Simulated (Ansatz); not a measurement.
`C#[C][GeH]([CH3])[F]`. The species carries charge 0 and has multiplicity 1.

```tsv
atom	x (Å)	y (Å)	z (Å)
C1	-0.1620	2.3644	-1.2666
C2	-0.3755	1.3868	-0.5951
Ge3	-0.6538	-0.1502	0.4828
C4	0.8545	-1.3534	0.4065
F5	-2.0100	-0.9894	-0.2194
H6	0.0171	3.2277	-1.8662
H7	-1.1003	0.2626	1.8905
H8	1.7412	-0.8679	0.8170
H9	0.6413	-2.2546	0.9816
H10	1.0475	-1.6260	-0.6311
```

What are the harmonic wavenumbers in cm⁻¹ at PBE0-D4/def2-TZVP (Ansatz, finite differences of forces, unscaled)? (Estimate.)

Computed: 109, 117, 141, 196, 302, 321, 520, 627, 677, 697, 725, 728, 743, 821, 857, 1269, 1448, 1451, 2165, 2181, 3069, 3162, 3169, 3465.

Is this a minimum?

Yes, all 24 modes are real.

Give the ideal-gas thermochemistry at 298.15 K and 1 bar (rigid rotor, harmonic oscillator; point group C1, symmetry number 1).

Zero-point energy 173.2 kJ/mol; H(298) − E = 195.0 kJ/mol; entropy 353.7 J/(mol·K), of which translation 169.8, rotation 112.7, vibration 71.1; G(298) − E = 89.5 kJ/mol.
